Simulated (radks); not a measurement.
Neutral promethium inside a hard spherical wall (all orbitals vanish at R), configuration held at [Xe] 4f5 6s2 and not refilled when levels cross. All-electron calculation, scalar-relativistic Kohn-Sham, r2SCAN, spin-polarised, spherical densities, finite nucleus; open shells are filled with parallel spins first (spin-orbit coupling, left out, can overturn this in heavy ions); meta-GGA in the generalised Kohn-Sham scheme; Fermi nuclear charge, rms radius 4.962 fm. Program: a radial shooting solver on a logarithmic mesh with Libxc functionals. Eigenvalues in eV for spin up, with the zero of energy where the potential of the charges vanishes at infinity; a dash marks a level that is unbound or too diffuse for the functional's potential to be trusted. A positive occupied level is held by the wall or, in an anion where self-interaction has pushed it up, behind a barrier. The pressure on the wall is -dE/dV.

R (bohr),E (hartree),kinetic (hartree),e(5s),e(5p),e(6s),e(4f),"e(5d, empty)","e(6p, empty)",pressure (GPa)
free,-10021.2526,10688.098,-44.166,-24.225,-3.725,-3.310,-,-,0
20,-10021.2526,10688.098,-44.166,-24.225,-3.725,-3.310,-,-,< 0.0001
12,-10021.2520,10688.104,-44.114,-24.173,-3.687,-3.258,-1.880,-1.044,0.00942
10,-10021.2486,10688.132,-43.929,-23.991,-3.545,-3.076,-1.722,-0.777,0.0871
7,-10021.1927,10688.416,-42.601,-22.696,-2.191,-1.760,-0.520,1.526,2.53
5,-10020.8774,10689.618,-39.590,-19.853,3.190,1.364,2.777,9.713,34.7
4,-10020.1521,10692.331,-35.681,-16.131,13.498,5.815,7.906,23.753,192
3,-10017.0022,10703.850,-24.845,-4.632,49.357,18.999,24.205,67.322,1710
